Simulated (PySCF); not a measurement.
# How methods differ on the ionisation energy of Ni+

Ni+ [Ar] 3d9 (2D) → Ni(2+) [Ar] 3d8 (3F), as a difference of total energies. Calculation: PySCF 2.14, in cc-pVDZ-DK; scalar relativity by spin-free X2C-1e. Correlated levels: valence: [Ar] frozen. The calculations carry no spin-orbit coupling.

```json
{"method": "UHF", "ionisation energy (eV)": "15.098", "difference from reference (eV)": "-3.071"}
{"method": "B3LYP", "ionisation energy (eV)": "18.415", "difference from reference (eV)": "+0.246"}
{"method": "MP2 (valence)", "ionisation energy (eV)": "18.107", "difference from reference (eV)": "-0.062"}
{"method": "SCS-MP2 (valence)", "ionisation energy (eV)": "17.791", "difference from reference (eV)": "-0.378"}
```

Reference: 18.169 eV (measured; NIST Atomic Spectra Database, ionization energies).

The reference lies between the lowest fine-structure levels, while these numbers refer to the centres of the terms.

Errors of the correlated levels include the incompleteness of this basis and the frozen core.
